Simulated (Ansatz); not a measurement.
`[O]=[Mo]([OH])(=[S])[Cl]` + NH₃ → `[NH2][Mo](=[O])(=[S])[Cl]` + H₂O at 700 K and 1 bar (ligand exchange at a Mo–O bond).

Calculated with Ansatz (gas phase, PBE0-D4/def2-TZVP geometries, no zero-point term in ΔE). CCSD(T)/CBS is the MP2 limit (def2-TZVPP, def2-QZVPP) plus CCSD(T) − MP2 in def2-TZVPP, frozen cores. This one scheme is used for every species. def2 core potentials past Kr. For Mo outer-core shells are correlated without core-valence functions, which leaves a few kJ/mol of doubt a bond. One conformer a species, not always the lowest.

```csv
species,CCSD(T)/CBS energy (Eh),H − E (kJ/mol),S (J/(mol·K))
`[O]=[Mo]([OH])(=[S])[Cl]`,-1076.80343,116.4,442.3
NH₃,-56.50880,116.9,226.5
`[NH2][Mo](=[O])(=[S])[Cl]`,-1056.92850,152.9,453.0
H₂O,-76.37941,80.5,218.4
```

H − E and S are ideal-gas, rigid-rotor, harmonic terms from PBE0-D4/def2-TZVP, for one conformer and one mirror image of each species. 1 Eh = 2625.50 kJ/mol, R = 8.31446 J/(mol·K).

**Question.** By hand: ΔE, ΔH, ΔS and ΔG.

**Answer.** ΔE = (-1056.92850) + (-76.37941) − (-1076.80343) − (-56.50880) = 0.00432 Eh = 11.3 kJ/mol. Δ(H − E) = 152.9 + 80.5 − 116.4 − 116.9 = 0.1, so ΔH = 11.4 kJ/mol. ΔS = 453.0 + 218.4 − 442.3 − 226.5 = 2.6 J/(mol·K). ΔG = 11.4 − 700 × (2.6)/1000 = 9.6 kJ/mol.

**Question.** By hand: the equilibrium constant, and the temperature at which ΔG would vanish if ΔH and ΔS stayed fixed.

**Answer.** log₁₀ K = −ΔG/(RT ln 10) = -0.7. ΔG = 0 at ΔH/ΔS = 4385 K, far beyond where these terms or the molecules hold.

The number of gas molecules stays the same, so ΔS is small and ΔH decides. A doubt of 5 kJ/mol in ΔE shifts log₁₀ K by 0.4 here. Other conformers and mirror images would add mixing entropy, several J/(mol·K) or more a flexible species. These are equilibria of isolated gas molecules and say nothing of rates. Largest T1 diagnostic: 0.024 (customary marks: 0.02 for closed shells, 0.045 for open ones).
